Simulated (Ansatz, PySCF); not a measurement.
Al(H)(OH)(iPr) (C₃H₉AlO), SMILES C[CH](C)[AlH][OH]. Atoms are numbered in the order given.

```xyz
14

Al    -0.3841     0.9160     0.4439
H     -1.4417     1.2918     1.5763
O      0.6988     2.1181    -0.1073
H      0.7316     3.0233     0.2058
C     -0.2680    -0.8565    -0.3950
C     -0.5703    -1.9856     0.5936
C      1.0417    -1.0865    -1.1492
H     -1.0903    -0.8439    -1.1412
H     -0.6149    -2.9667     0.0875
H      0.2103    -2.0666     1.3696
H     -1.5314    -1.8443     1.1147
H      1.2453    -0.2913    -1.8826
H      1.0326    -2.0495    -1.6911
H      1.9037    -1.1146    -0.4617
```
Charge 0, spin multiplicity 1.

Geometry optimised at PBE0-D3(BJ)/def2-SVP. The structure was generated by enumeration; whether it is a known compound was not checked. The values are those of a single conformer.

Two levels are set side by side: PBE-D3(BJ)/def2-SVP (Ansatz, a program for electronic structure) and PBE0-D3(BJ)/def2-SVP (Ansatz). Each level has its own optimised geometry; the coordinates shown are those of the second. Frequencies come from the Hessian of PySCF at each geometry. Differences are taken from unrounded values.

| quantity | PBE0-D3(BJ) |
|---|---|
| mean bond length (Å) | 1.309 |
| bond Al1–O3 (Å) | 1.709 |
| bond Al1–C5 (Å) | 1.964 |
| bond C5–C6 (Å) | 1.531 |
| bond C5–C7 (Å) | 1.529 |
| bond Al1–H2 (Å) | 1.594 |
| bond O3–H4 (Å) | 0.958 |
| bond C5–H8 (Å) | 1.111 |
| bond C6–H9 (Å) | 1.105 |
| bond C6–H10 (Å) | 1.104 |
| bond C6–H11 (Å) | 1.102 |
| bond C7–H12 (Å) | 1.101 |
| bond C7–H13 (Å) | 1.105 |
| bond C7–H14 (Å) | 1.103 |
| highest harmonic wavenumber (cm⁻¹) | 3982 |
| mean harmonic wavenumber (cm⁻¹) | 1381 |
| zero-point energy (kcal/mol) | 71.08 |

Q: What does PBE-D3(BJ) give, and how far is it from PBE0-D3(BJ)? (Estimate from the structure and the level; the computed values follow.)

A: 
| quantity | PBE-D3(BJ) | PBE-D3(BJ) minus PBE0-D3(BJ) |
|---|---|---|
| mean bond length (Å) | 1.319 | 0.010 |
| bond Al1–O3 (Å) | 1.727 | 0.018 |
| bond Al1–C5 (Å) | 1.976 | 0.012 |
| bond C5–C6 (Å) | 1.540 | 0.009 |
| bond C5–C7 (Å) | 1.537 | 0.008 |
| bond Al1–H2 (Å) | 1.607 | 0.012 |
| bond O3–H4 (Å) | 0.970 | 0.012 |
| bond C5–H8 (Å) | 1.119 | 0.008 |
| bond C6–H9 (Å) | 1.113 | 0.009 |
| bond C6–H10 (Å) | 1.112 | 0.008 |
| bond C6–H11 (Å) | 1.111 | 0.008 |
| bond C7–H12 (Å) | 1.109 | 0.008 |
| bond C7–H13 (Å) | 1.114 | 0.009 |
| bond C7–H14 (Å) | 1.111 | 0.008 |
| highest harmonic wavenumber (cm⁻¹) | 3806 | -176 |
| mean harmonic wavenumber (cm⁻¹) | 1337 | -44 |
| zero-point energy (kcal/mol) | 68.81 | -2.27 |

GGA bonds tend to be longer and softer than those of functionals with exact exchange. Differences between two approximate levels are no errors against the true value.
